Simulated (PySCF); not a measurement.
PySCF job for H5Sb, SMILES [SbH5], TDA-PBE/def2-TZVPD. Geometry optimised at r2SCAN-D4/def2-TZVP. The def2 effective core potentials stand for the cores of Sb; spin–orbit coupling is left out.

```python
import numpy as np
from pyscf import gto, scf, dft, tdscf

mol = gto.M(
    atom='''
    Sb    0.00000000    0.00000000    0.00000000
    H     0.00000000   -0.00000001    1.77244682
    H    -0.00000000    0.00000001   -1.77244682
    H     1.71247722   -0.00000000   -0.00000000
    H    -0.85623861    1.48304877    0.00000002
    H    -0.85623861   -1.48304877   -0.00000002
    ''',
    basis='def2-TZVPD',
    ecp={'Sb': 'def2-tzvp'},
    charge=0,
    spin=0,
    symmetry=True,
    max_memory=1600,
    verbose=4,
)
mf = dft.RKS(mol, xc='pbe').density_fit(auxbasis='def2-universal-jkfit')
mf.grids.level = 3
mf.conv_tol = 1e-9
mf.max_cycle = 100
mf.kernel()
mf.grids = dft.Grids(mol).set(level=1).build(with_non0tab=True)  # coarser grid for the response kernel
td = tdscf.TDA(mf)
td.singlet = True
td.nstates = 10
td.conv_tol = 1e-4
td.positive_eig_threshold = 1e-6
td.kernel(x0=td.get_init_guess(mf, 15))
td.analyze()
tt = tdscf.TDA(mf)
tt.singlet = False
tt.nstates = 4
tt.conv_tol = 1e-4
tt.positive_eig_threshold = 1e-6
tt.kernel(x0=tt.get_init_guess(mf, 9))
tt.analyze(verbose=3)
```

Output:

```
PySCF version 2.14.0

[INPUT] verbose = 4
[INPUT] num. atoms = 6
[INPUT] num. electrons = 28
[INPUT] charge = 0
[INPUT] spin (= nelec alpha-beta = 2S) = 0
[INPUT] symmetry True subgroup None
[INPUT] Mole.unit = angstrom
[INPUT] Symbol           X                Y                Z      unit          X                Y                Z       unit  Magmom
[INPUT]  1 Sb     0.000000000000   0.000000000000   0.000000000000 AA    0.000000000000   0.000000000000   0.000000000000 Bohr   0.0
[INPUT]  2 H      0.000000000000  -0.000000010000   1.772446820000 AA    0.000000000000  -0.000000018897   3.349439060156 Bohr   0.0
[INPUT]  3 H      0.000000000000   0.000000010000  -1.772446820000 AA    0.000000000000   0.000000018897  -3.349439060156 Bohr   0.0
[INPUT]  4 H      1.712477220000   0.000000000000   0.000000000000 AA    3.236112940357   0.000000000000   0.000000000000 Bohr   0.0
[INPUT]  5 H     -0.856238610000   1.483048770000   0.000000020000 AA   -1.618056470178   2.802556004673   0.000000037795 Bohr   0.0
[INPUT]  6 H     -0.856238610000  -1.483048770000  -0.000000020000 AA   -1.618056470178  -2.802556004673  -0.000000037795 Bohr   0.0

nuclear repulsion = 37.0283022769965
point group symmetry = D3h, use subgroup C2v
symmetry origin: [0. 0. 0.]
symmetry axis x: [ 0.00000000e+00  1.00000000e+00 -1.26696481e-08]
symmetry axis y: [0.00000000e+00 1.26696481e-08 1.00000000e+00]
symmetry axis z: [ 1. -0.  0.]
num. orbitals of irrep A1 = 43
num. orbitals of irrep A2 = 10
num. orbitals of irrep B1 = 24
num. orbitals of irrep B2 = 24
number of shells = 43
number of NR pGTOs = 152
number of NR cGTOs = 101
basis = def2-TZVPD
ecp = {'Sb': 'def2-tzvp'}


[settings echo left out]
init E= -204.696478532323
HOMO (A1) = -0.640801174516321  LUMO (A1) = -0.496948797148039  gap/eV = 3.91442
cycle= 1 E= -241.288435046884  delta_E= -36.6  |g|= 3.17  |ddm|= 17.5
HOMO (A1) = -0.0310461100902995  LUMO (A1) = 0.0545358714884774  gap/eV = 2.32880
cycle= 2 E= -239.47347319724  delta_E= 1.81  |g|=  5.1  |ddm|=  8.2
HOMO (A1) = -0.193238185011849  LUMO (A1) = -0.0550256632122554  gap/eV = 3.76095
cycle= 3 E= -243.078535899699  delta_E= -3.61  |g|= 0.308  |ddm|= 3.04
HOMO (A1) = -0.194994045373617  LUMO (A1) = -0.0665904441881118  gap/eV = 3.49404
cycle= 4 E= -243.100058593967  delta_E= -0.0215  |g|= 0.0648  |ddm|= 0.527
HOMO (A1) = -0.194035607496874  LUMO (A1) = -0.0653005554228834  gap/eV = 3.50306
cycle= 5 E= -243.10176969832  delta_E= -0.00171  |g|= 0.016  |ddm|= 0.138
HOMO (A1) = -0.196409788003249  LUMO (A1) = -0.0661473128709487  gap/eV = 3.54462
cycle= 6 E= -243.101875189745  delta_E= -0.000105  |g|= 0.0063  |ddm|= 0.0376
HOMO (A1) = -0.196356708660722  LUMO (A1) = -0.0664875846660662  gap/eV = 3.53392
cycle= 7 E= -243.101894762138  delta_E= -1.96e-05  |g|= 0.00039  |ddm|= 0.0131
HOMO (A1) = -0.196217087672098  LUMO (A1) = -0.0663927786432907  gap/eV = 3.53270
cycle= 8 E= -243.101894836568  delta_E= -7.44e-08  |g|= 2.19e-05  |ddm|= 0.000653
HOMO (A1) = -0.196221427905272  LUMO (A1) = -0.0663961002859983  gap/eV = 3.53273
cycle= 9 E= -243.10189483677  delta_E= -2.02e-10  |g|= 1.83e-06  |ddm|= 4.83e-05
HOMO (A1) = -0.196221426171427  LUMO (A1) = -0.0663960361975997  gap/eV = 3.53273
Extra cycle  E= -243.10189483677  delta_E= -2.27e-13  |g|= 1.66e-06  |ddm|= 6.83e-06
converged SCF energy = -243.10189483677
tot grids = 20392
Overwritten attributes  positive_eig_threshold  of <class 'pyscf.tdscf.rks.TDA'>


******** <class 'pyscf.tdscf.rks.TDA'> for <class 'pyscf.df.df_jk.DFSymAdaptedRKS'> ********
nstates = 10 singlet
deg_eia_thresh = 1.000e-03
wfnsym = None
conv_tol = 0.0001
eigh lindep = 1e-12
eigh level_shift = 0
eigh max_cycle = 100


Excitation energies (eV)
[4.17421257 4.8693518  4.8693665  6.37824712 6.37868149 6.73533284
 6.76488955 6.76511679 7.46173325 7.50889874]

** Singlet excitation energies and oscillator strengths **
Excited State   1:   A1      4.17421 eV    297.02 nm  f=0.0000
      14 -> 15       -0.68905
      14 -> 23       -0.12261
Excited State   2:   B1      4.86935 eV    254.62 nm  f=0.0199
      14 -> 16       -0.69747
Excited State   3:   A1      4.86937 eV    254.62 nm  f=0.0199
      14 -> 17        0.69747
Excited State   4:   A2      6.37825 eV    194.39 nm  f=0.0000
      14 -> 19       -0.70664
Excited State   5:   B2      6.37868 eV    194.37 nm  f=0.0000
      14 -> 18       -0.70665
Excited State   6:   B2      6.73533 eV    184.08 nm  f=0.1947
      13 -> 15       -0.18838
      14 -> 20       -0.67303
      14 -> 24       -0.10366
Excited State   7:   B1      6.76489 eV    183.28 nm  f=0.0473
      14 -> 21        0.70688
Excited State   8:   A1      6.76512 eV    183.27 nm  f=0.0473
      14 -> 22        0.70688
Excited State   9:   B2      7.46173 eV    166.16 nm  f=0.0956
      13 -> 15       -0.59293
      14 -> 20        0.10855
      14 -> 24        0.36850
Excited State  10:   A1      7.50890 eV    165.12 nm  f=0.0000
      11 -> 17       -0.10449
      12 -> 16        0.10444
      14 -> 23       -0.66708
      14 -> 25       -0.11336

** Transition electric dipole moments (AU) **
state          X           Y           Z        Dip. S.      Osc.
  1        -0.0001     -0.0000     -0.0000      0.0000      0.0000
  2         0.0000     -0.4085      0.0000      0.1669      0.0199
  3        -0.4085      0.0000     -0.0000      0.1669      0.0199
  4        -0.0000      0.0000      0.0000      0.0000      0.0000
  5        -0.0000     -0.0000      0.0008      0.0000      0.0000
  6         0.0000      0.0000     -1.0862      1.1797      0.1947
  7         0.0000     -0.5341     -0.0000      0.2853      0.0473
  8        -0.5340     -0.0000      0.0000      0.2852      0.0473
  9        -0.0000     -0.0000      0.7230      0.5228      0.0956
 10        -0.0004      0.0000      0.0000      0.0000      0.0000

WARN: ECP detected. Skipping calculation of transition velocity and magnetic dipole moments, which have not yet been implemented.



******** <class 'pyscf.tdscf.rks.TDA'> for <class 'pyscf.df.df_jk.DFSymAdaptedRKS'> ********
nstates = 4 triplet
deg_eia_thresh = 1.000e-03
wfnsym = None
conv_tol = 0.0001
eigh lindep = 1e-12
eigh level_shift = 0
eigh max_cycle = 100


Excitation energies (eV)
[3.09591479 4.33553786 4.33564004 6.18738723]

** Triplet excitation energies and oscillator strengths **
Excited State   1:   A1      3.09591 eV    400.48 nm  f=0.0000
Excited State   2:   B1      4.33554 eV    285.97 nm  f=0.0000
Excited State   3:   A1      4.33564 eV    285.97 nm  f=0.0000
Excited State   4:   A2      6.18739 eV    200.38 nm  f=0.0000
```

The run converged.

Cost: very roughly 10 core-seconds.
